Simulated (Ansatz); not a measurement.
```xyz
9

O     0.5116   -1.9139    0.1247
C     0.7167   -0.5638    0.2873
Zn    0.1349    0.5986    1.9277
O    -0.8139    1.8123    0.8200
Ge   -0.4673    0.8241   -0.6039
H    -0.4302   -2.1034    0.1582
H     1.7819   -0.3755    0.1369
H    -1.7108    0.0930   -1.1637
H     0.2771    1.6286   -1.6871
```

The species carries charge 0 and has multiplicity 1.

**Question.** List the r2SCAN/def2-TZVPP orbital energies in eV (the Gaussian-basis code of Ansatz). (Best estimate.)

**Answer.** Ansatz gave: Occupied: -10834.22, -9434.75, -1349.27, -1199.34, -1199.32, -1199.31, -1144.04, -1006.68, -1006.63, -1006.57, -516.93, -514.53, -275.05, -167.52, -130.05, -117.24, -117.19, -117.19, -85.89, -85.85, -85.66, -30.63, -30.51, -30.51, -30.46, -30.43, -28.02, -23.40, -17.64, -14.33, -12.52, -12.04, -11.83, -11.71, -11.65, -11.52, -11.34, -9.94, -9.11, -8.80, -8.26, -6.50, -6.37, -5.48. Lowest empty: -3.13, -0.98, -0.02, 0.53, 1.13, 1.48, 1.78, 2.01.
